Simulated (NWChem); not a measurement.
System: H2 cation, doublet

Input file for NWChem:

```
start job
memory heap 200 mb stack 900 mb global 1100 mb
charge 1
geometry units angstroms
  H      0.000000     0.000000    -0.550426
  H      0.000000     0.000000     0.550426
end
basis spherical
  H library def2-svp
end
dft
  odft
  mult 2
  xc xcamb88 1.00 lyp 0.81 vwn_5 0.19 hfexch 1.00
  cam 0.33 cam_alpha 0.19 cam_beta 0.46
  iterations 150
end
driver
  maxiter 120
end
task dft optimize
task dft freq
```

No stability test was run on the SCF state.

The level has its own optimisation; frequencies are unscaled.

**Question.** What results follow from this input? (CAM-B3LYP/def2-SVP, spin-unrestricted.) Quantities: highest harmonic frequency (cm⁻¹); zero-point energy (kcal/mol).

**Answer.** 
```json
{
 "highest harmonic frequency (cm⁻¹)": "2137",
 "zero-point energy (kcal/mol)": "3.1"
}
```
